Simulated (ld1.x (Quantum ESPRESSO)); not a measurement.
**gold (Au): excitation energies, all-electron against TM**

```json
{"Element": "Au (Z = 79)", "Generator": "ld1.x (Quantum ESPRESSO) 7.5", "Type": "norm-conserving Troullier–Martins (Kleinman–Bylander form)", "Functional": "LDA (PZ)", "Relativity": "scalar-relativistic", "Frozen core": "[Kr] 4d10 4f14 5s2", "Valence charge": "17", "Reference configuration": "5p6 5d10 6s0 6p0 (charge +1)", "Partial waves": "6s (bound, empty): rc 1.80 bohr; 5p (bound): rc 1.35 bohr; 5d (bound): rc 2.80 bohr", "Local potential": "the d channel", "Core correction": "none"}
```

Energies are relative to the spin-unpolarised reference configuration 5p6 5d10 6s0 6p0; without spin polarisation the order of configurations can differ from experiment. Spin-polarised rows fill each open shell by Hund’s rule, majority spin first.

| valence configuration | charge | ΔE all-electron (eV) | error AE − PS (meV) |
| --- | --- | --- | --- |
| 5p6 5d10 6s1 6p0 | 0 | -9.774 | -0.1 |
| 5p6 5d9 6s0 6p0 | +2 | 21.501 | -18 |
| 5p6 5d8 6s0 6p0 | +3 | 55.668 | -15 |
| 5p5 5d10 6s1 6p0 | +1 | 56.626 | -345 |
| 5p6 5d9 6s1 6p1 | 0 | -2.257 | -36 |
| 5p6 5d9 6s2 6p0 | 0 | -8.173 | +39 |
| 5p6 5d10 6s1 6p0 (spin-polarised) | 0 | -9.908 | -1.8 |

(1) What are ΔE and the potential's error for 5p6 5d9 6s0 6p0 (spin-polarised)?

(2) What are ΔE and the potential's error for 5p6 5d10 6s0 6p1?

Levels in the configuration 5p6 5d10 6s1 6p0 (spin-polarised):

| level | all-electron (eV) | pseudo (eV) |
| --- | --- | --- |
| 5p up | -60.057 | -60.046 |
| 5d up | -7.209 | -7.187 |
| 6s up | -6.326 | -6.318 |
| 5p down | -60.012 | -59.984 |
| 5d down | -6.970 | -6.927 |

Note: ghost state, extra bound levels that the all-electron valence spectrum of the same l lacks: s at -39.2 eV. A true bound ghost makes a file unfit for plane-wave use.

## Answers

(1) ΔE = 21.360 eV all-electron; the error (AE − PS) is +5.3 meV.

(2) ΔE = -4.376 eV all-electron; the error (AE − PS) is -81 meV.
